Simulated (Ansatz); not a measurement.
H4O3Si (`O[SiH](O)O`), 8 atoms. The species carries charge 0 and has multiplicity 1. All runs use 2 threads of a server CPU on a shared host. Correlated methods freeze the cores.

Problem. Give the basis size and wall time and peak host memory of each of these runs in Ansatz. RKS PBE0-D4/def2-TZVP frequencies; RKS ωB97X-V/def2-TZVPP energy; RKS BHLYP-D4/def2-TZVPP energy; RKS PBE0-D4/def2-QZVPP energy; RKS PBE0-D4/def2-TZVP relaxation (11 steps); RKS ωB97M-V/def2-QZVPP energy; RKS CAM-B3LYP-D4/def2-TZVPP energy; RKS ωB97M-V/def2-SVP energy; direct RPA on PBE orbitals/def2-TZVPP energy; RHF-MP2/def2-QZVPP energy; RKS PBE0-D4/def2-SVP energy; RKS B3LYP-D4/def2-TZVPP energy and forces. (Estimate.)

Solution. Computed: Other jobs shared the machine, so times are rough.

| level | job | functions | wall time | peak host memory (GiB) |
| --- | --- | --- | --- | --- |
| RKS PBE0-D4/def2-SVP | energy | 80 | 1.1 s | 0.16 |
| RKS BHLYP-D4/def2-TZVPP | energy | 191 | 2.2 s | 0.37 |
| RKS CAM-B3LYP-D4/def2-TZVPP | energy | 191 | 2.5 s | 0.46 |
| RKS ωB97M-V/def2-SVP | energy | 80 | 3 s | 0.23 |
| RKS B3LYP-D4/def2-TZVPP | energy and forces | 191 | 3.7 s | 0.41 |
| direct RPA on PBE orbitals/def2-TZVPP | energy | 191 | 4.1 s | 0.37 |
| RKS ωB97X-V/def2-TZVPP | energy | 191 | 6 s | 0.5 |
| RKS PBE0-D4/def2-QZVPP | energy | 361 | 6.5 s | 0.9 |
| RHF-MP2/def2-QZVPP | energy | 361 | 13 s | 1.4 |
| RKS ωB97M-V/def2-QZVPP | energy | 361 | 15 s | 1.1 |
| RKS PBE0-D4/def2-TZVP | relaxation (11 steps) | 154 | 28 s | 0.34 |
| RKS PBE0-D4/def2-TZVP | frequencies | 154 | 90 s | 0.36 |

B3LYP here is the variant with VWN-RPA as its local correlation; programs differ in this.
